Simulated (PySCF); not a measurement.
**Magnetic susceptibility: SMILES [SiH3]P([SiH3])[SiH2]C[SiH2]C1CC1, C4H17PSi4**

Molfile (atoms numbered from 1):
```
C4H17PSi4
     RDKit          3D

 26 26  0  0  0  0  0  0  0  0999 V2000
   -3.0524   -0.1946   -1.9470 Si  0  0  0  0  0  4  0  0  0  0  0  0
   -2.8957    1.2752   -0.2884 P   0  0  0  0  0  0  0  0  0  0  0  0
   -4.7184    0.8314    0.8966 Si  0  0  0  0  0  4  0  0  0  0  0  0
   -1.3081    0.3538    0.9805 Si  0  0  0  0  0  4  0  0  0  0  0  0
    0.3349    0.5002    0.0552 C   0  0  0  0  0  0  0  0  0  0  0  0
    1.8112   -0.2257    0.9974 Si  0  0  0  0  0  4  0  0  0  0  0  0
    3.3824    0.0850    0.0049 C   0  0  0  0  0  0  0  0  0  0  0  0
    4.5947   -0.7772    0.2179 C   0  0  0  0  0  0  0  0  0  0  0  0
    3.8201   -0.8939   -1.0507 C   0  0  0  0  0  0  0  0  0  0  0  0
   -1.8884    0.0032   -2.8104 H   0  0  0  0  0  0  0  0  0  0  0  0
   -4.2857    0.0941   -2.6757 H   0  0  0  0  0  0  0  0  0  0  0  0
   -3.0757   -1.5868   -1.4855 H   0  0  0  0  0  0  0  0  0  0  0  0
   -5.8613    1.1943    0.0614 H   0  0  0  0  0  0  0  0  0  0  0  0
   -4.6588    1.6630    2.0957 H   0  0  0  0  0  0  0  0  0  0  0  0
   -4.8263   -0.5781    1.2828 H   0  0  0  0  0  0  0  0  0  0  0  0
   -1.6041   -1.0523    1.2913 H   0  0  0  0  0  0  0  0  0  0  0  0
   -1.2946    1.1051    2.2379 H   0  0  0  0  0  0  0  0  0  0  0  0
    0.2458    0.0090   -0.9144 H   0  0  0  0  0  0  0  0  0  0  0  0
    0.5196    1.5531   -0.1585 H   0  0  0  0  0  0  0  0  0  0  0  0
    1.9374    0.4026    2.3177 H   0  0  0  0  0  0  0  0  0  0  0  0
    1.6243   -1.6713    1.1703 H   0  0  0  0  0  0  0  0  0  0  0  0
    3.5997    1.1233   -0.2215 H   0  0  0  0  0  0  0  0  0  0  0  0
    5.5692   -0.3125    0.1858 H   0  0  0  0  0  0  0  0  0  0  0  0
    4.5257   -1.5827    0.9328 H   0  0  0  0  0  0  0  0  0  0  0  0
    4.2580   -0.5078   -1.9598 H   0  0  0  0  0  0  0  0  0  0  0  0
    3.2254   -1.7823   -1.2030 H   0  0  0  0  0  0  0  0  0  0  0  0
  1  2  1  0
  2  3  1  0
  2  4  1  0
  4  5  1  0
  5  6  1  0
  6  7  1  0
  7  8  1  0
  8  9  1  0
  9  7  1  0
  1 10  1  0
  1 11  1  0
  1 12  1  0
  3 13  1  0
  3 14  1  0
  3 15  1  0
  4 16  1  0
  4 17  1  0
  5 18  1  0
  5 19  1  0
  6 20  1  0
  6 21  1  0
  7 22  1  0
  8 23  1  0
  8 24  1  0
  9 25  1  0
  9 26  1  0
M  END
```

Theory: GIAO KT3/pcSseg-1 magnetisability, rotational g tensor and spin-rotation constants, non-relativistic, gas phase (PySCF). Geometry: GFN2-xTB.

Question: What are the magnetisability and the molar susceptibility?

Answer: Isotropic -2404 × 10⁻³⁰ J/T², or -144.7 × 10⁻⁶ cm³/mol; principal values -2526, -2362, -2323 × 10⁻³⁰ J/T², anisotropy 187 × 10⁻³⁰ J/T² (root of half the summed squared differences of the principal values). The susceptibility is in cgs units.

Question: Split it along the inertial axes a, b, c into diamagnetic and paramagnetic parts about the centre of mass, with the quadrupole moment.

Answer: 
| axis | χ (10⁻⁶ cm³/mol) | diamagnetic (10⁻⁶ cm³/mol) | paramagnetic (10⁻⁶ cm³/mol) | summed x² of all electrons (Å²) | quadrupole Θ (D Å) |
| --- | --- | --- | --- | --- | --- |
| a | -144.9 | -954.0 | 809.1 | 1132.0 | +3.99 |
| b | -141.0 | -5036.6 | 4895.6 | 169.7 | -0.65 |
| c | -148.4 | -5522.1 | 5373.7 | 55.2 | -3.34 |

Anisotropies 2χaa − χbb − χcc = -0.4 and 2χbb − χaa − χcc = +11.3 × 10⁻⁶ cm³/mol. Θ is traceless in Buckingham's convention.

Question: And the rotational g tensor?

Answer: 
```
axis  rotational constant (GHz)        g  nuclear part  electronic part
   a                     1.6685  -0.0240        0.6102          -0.6342
   b                     0.2457  -0.0037        0.5613          -0.5650
   c                     0.2236  -0.0024        0.5620          -0.5644
```
Asymmetric top; isotopes 12C, 1H, 31P, 28Si; no vibrational averaging.
